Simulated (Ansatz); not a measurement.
Consider the formal exchange of groups at the In–C bond: `C[CH2][InH][CH](C)C` + `CCC` → `C[CH](C)[InH][CH](C)C` + `CC`.

Program: Ansatz. Geometries: PBE0-D4/def2-TZVP. ΔE: electronic, gas phase. CCSD(T)/CBS is the MP2 limit (def2-TZVPP, def2-QZVPP) plus CCSD(T) − MP2 in def2-TZVPP, frozen cores. This one scheme is used for every species. Elements past krypton have def2 core potentials. For In outer-core shells are correlated without core-valence functions, which leaves a few kJ/mol of doubt a bond. One conformer a species, not always the lowest.

```tsv
species	MP2/def2-SVP energy (Eh)
`C[CH2][InH][CH](C)C`	-386.75383
`CCC`	-118.62702
`C[CH](C)[InH][CH](C)C`	-425.90243
`CC`	-79.47706
```

Task: Work out ΔE.

Result: ΔE = (-425.90243) + (-79.47706) − (-386.75383) − (-118.62702) = 0.00136 Eh = +3.6 kJ/mol. CCSD(T)/CBS gives +3.9 kJ/mol.

Largest T1 diagnostic among the species: 0.011.

The D4 term adds −3.5 kJ/mol with B3LYP and −2.0 kJ/mol with PBE0; it sums over pairs of atoms, weighted by their polarisabilities, and B3LYP, whose exchange is more repulsive, gets the larger term. Leaving LDA and LC-ωPBE aside and taking each functional with its dispersion term where it has one, the values, not all of them listed here, spread over 3.9 kJ/mol, from revPBE-D4 to CAM-B3LYP-D4. In def2-TZVPP, CCSD(T) changes the Hartree–Fock value by −8.0 kJ/mol (the triples alone add −1.4 kJ/mol) and MP2 by −9.9 kJ/mol.

B3LYP here is the variant with VWN-RPA as its local correlation; programs differ in this.
